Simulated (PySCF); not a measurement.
**Polarisability and C₆ of Bi²⁺ (bismuth, charge +2)**

[Xe] 4f14 5d10 6s2 6p1, 2P determinant. All numbers are calculated (PySCF 2.14, a scalar-relativistic core potential, in aug-cc-pVQZ-PP with one added diffuse shell each of s, p, d, f, g type with ECP60MDF (8s8p6d4f3g, 117 functions)). Coupled (time-dependent) response in atomic units; α is the mean over directions.

| method | mean α (bohr³) | α xx, yy, zz | C₆ (like pair) | S(−4) |
| --- | --- | --- | --- | --- |
| PBE0 | 16.12 | 15.13, 18.11, 15.13 | 117.4 | 66.22 |

S(−4) is the Cauchy moment in α(ω) = α(0) + S(−4) ω² + …

Spin-orbit coupling is absent.

α(iu) at PBE0:

```
u (hartree)  α(iu) (bohr³)
          0          16.12
     0.0500          15.96
      0.100          15.50
      0.200          13.94
      0.300          12.08
      0.500          8.843
      0.750          6.257
       1.00          4.724
       1.50          3.065
       2.00          2.188
       3.00          1.281
       5.00         0.5796
```

For an ion, C₆ is the dispersion term alone; charge-induced terms of lower order in 1/R come first.

The components differ because the open shell of this determinant is not spherical; for a pure term their mean is the scalar polarisability.

Energies and moments cover only the electrons outside the core potential. Spin-orbit coupling, absent here, splits the open shell strongly.
